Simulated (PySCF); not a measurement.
C2H6GeO3, SMILES C=[CH][Ge]([OH])([OH])[OH] (connectivity only; charge and spin as stated), charge -1, multiplicity 2. Atoms are numbered in the order given.

```xyz
12

O      2.0383     0.8382     0.0000
Ge     0.1810     0.1530     0.0000
O      0.5619    -0.8712    -1.4816
O      0.5619    -0.8712     1.4816
C     -1.7981    -0.3289     0.0000
C     -2.7939     0.5596     0.0000
H      1.9693     1.7971     0.0000
H      1.4846    -0.6759    -1.6726
H      1.4846    -0.6759     1.6726
H     -2.0372    -1.4032     0.0000
H     -2.5839     1.6373     0.0000
H     -3.8534     0.2721     0.0000
```
Charge -1, spin multiplicity 2.

Geometry: PBE0-D3(BJ)/def2-SVPD. The values are those of a single conformer.

Level of theory: r2SCAN/def2-SVPD run with PySCF.

Mulliken values depend strongly on the basis, most of all with diffuse functions as here. Atomic charges (e):

| atom | meta-Löwdin | Mulliken | Mulliken spin |
|---|---|---|---|
| O1 | -0.82 | -0.64 | 0.00 |
| Ge2 | 0.80 | 0.73 | 0.91 |
| O3 | -0.78 | -0.72 | -0.02 |
| O4 | -0.78 | -0.72 | -0.02 |
| C5 | -0.27 | -0.09 | 0.09 |
| C6 | -0.26 | 0.20 | -0.01 |
| H7 | 0.28 | 0.19 | -0.04 |
| H8 | 0.31 | 0.12 | 0.01 |
| H9 | 0.31 | 0.12 | 0.01 |
| H10 | 0.09 | -0.13 | 0.06 |
| H11 | 0.07 | 0.14 | 0.02 |
| H12 | 0.07 | -0.20 | -0.01 |
